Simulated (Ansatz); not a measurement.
Job for Ansatz (a program for electronic structure): R-BLYP/def2-TZVPP on H2 (SMILES [H][H]).

Ansatz 0.2 input:
```yaml
crystal:
  periodic: [false, false, false]
  atoms:
    - {symbol: H, position_ang: [0.00000000, 0.00000000, 0.37198582]}
    - {symbol: H, position_ang: [-0.00000000, -0.00000000, -0.37198582]}
basis:
  gaussian:
    orbitals: def2-TZVPP
hamiltonian:
  xc: {name: BLYP}
scf: {lower_state_search: off}
```

It printed:

```
WARN ansatz: RAYON_NUM_THREADS=1 ignored (pool sized by the plan → 1); use --threads N
Functional definition: BLYP
these checks for a lower state are left out or cut short: stability, starts, cluster_reference, orbital_swaps, neighbouring_geometries, increment
integrals: 0.00 GiB planned
118 factors; their error is unknown
mean field: 0.04 GiB planned
mean field evaluation 1: about -31.4218 eV, gradient 1.1e1 eV
mean field evaluation 2: about -31.7657 eV, gradient 4.0e0 eV
mean field evaluation 4: about -31.8276 eV, gradient 5.9e-2 eV
mean field evaluation 8: about -31.8259 eV, gradient 8.1e-5 eV
mean field -31.82591756 eV, -1.1695808980 hartree, gradient 8.3e-7 eV, S^2 0.000000; 0 other end points of the search recorded, 0 dependent functions left out
reference -31.82610986 eV, -1.1695879649 hartree; 1, 1 occupied and 27, 27 virtual orbitals, 118 factors
Total energy: -31.82610986 eV, -1.1695879649 hartree
Checks for a lower state left out: stability, starts, cluster_reference, orbital_swaps, neighbouring_geometries, increment
```

The calculation finished and met its thresholds.

Cost: around 0.20 core-seconds (rough).
